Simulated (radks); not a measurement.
Q: The tin ion Sn6+ is in [Kr] 4d8. All-electron calculation, scalar-relativistic Kohn-Sham, BLYP, spin-polarised, spherical densities, finite nucleus; Fermi nuclear charge, rms radius of each element as measured or else 0.836 A^(1/3) + 0.57 fm. Program: a radial shooting solver on a logarithmic mesh with Libxc functionals. Open shells are filled with parallel spins first. One electron is removed from 4p, 4s, 3d, 4d in turn, with full relaxation. Which removal costs least, and what does each cost?

A: 4d 115.30 eV; 4p 182.65 eV; 4s 228.17 eV; 3d 585.05 eV. The 4d electron leaves first.
